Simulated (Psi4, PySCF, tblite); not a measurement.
Intermolecular potential of HCl ··· Na+ (SMILES Cl and [Na+]) (charge +1). Monomers: optimised at B3LYP-D3(BJ) (def2-TZVP), held rigid. Orientation: lowest of the rigid-body minima from ten starts at GFN2-xTB (searched outside a hard wall at short contacts). The monomers approach along the line of their centres of mass (distance R); nothing else relaxes. The shortest distances reach bonding range, where SAPT0 and rigid monomers are unreliable.

Levels: GFN2-xTB (tblite); RKS-B3LYP/6-31G* = restricted B3LYP/6-31G*, spherical d, no counterpoise correction in PySCF 2.14.0; RKS-B3LYP/3-21G = restricted B3LYP/3-21G, no counterpoise correction in PySCF 2.14.0; CCSD(T)/aug-cc-pVDZ = DF-CCSD(T)/aug-cc-pVDZ, all electrons correlated, counterpoise-corrected (Psi4 1.11).

Interaction energies in kJ/mol; the last columns give the difference from CCSD(T):

```
R / Å  GFN2-xTB  RKS-B3LYP/6-31G*  RKS-B3LYP/3-21G  CCSD(T)/aug-cc-pVDZ  GFN2-xTB − CCSD(T)/aug-cc-pVDZ  RKS-B3LYP/6-31G* − CCSD(T)/aug-cc-pVDZ  RKS-B3LYP/3-21G − CCSD(T)/aug-cc-pVDZ
-----  --------  ----------------  ---------------  -------------------  ------------------------------  --------------------------------------  -------------------------------------
2.51    -101.49            -27.67           -51.41               -11.37                          -90.12                                  -16.30                                 -40.04
2.73     -97.69            -34.33           -54.44               -21.31                          -76.37                                  -13.02                                 -33.13
2.91     -92.35            -34.16           -52.20               -23.06                          -69.29                                  -11.10                                 -29.13
3.23     -82.15            -29.74           -45.24               -21.20                          -60.94                                   -8.53                                 -24.03
3.49     -72.84            -25.55           -39.17               -18.50                          -54.34                                   -7.05                                 -20.67
4.01     -55.13            -18.92           -28.77               -13.78                          -41.35                                   -5.14                                 -14.99
4.69     -38.54            -13.60           -20.09                -9.85                          -28.69                                   -3.75                                 -10.24
5.74     -27.19             -9.15           -13.05                -6.61                          -20.57                                   -2.53                                  -6.44
7.04     -25.58             -6.19            -8.27                -4.54                          -21.03                                   -1.65                                  -3.73
```

GFN2-xTB is furthest from CCSD(T)/aug-cc-pVDZ at 2.51 (-90.12 kJ/mol, below); its mean absolute difference over the points is 51.41 kJ/mol.

RKS-B3LYP/6-31G* is furthest from CCSD(T)/aug-cc-pVDZ at 2.51 (-16.30 kJ/mol, below); its mean absolute difference over the points is 7.67 kJ/mol.

RKS-B3LYP/3-21G is furthest from CCSD(T)/aug-cc-pVDZ at 2.51 (-40.04 kJ/mol, below); its mean absolute difference over the points is 20.27 kJ/mol.
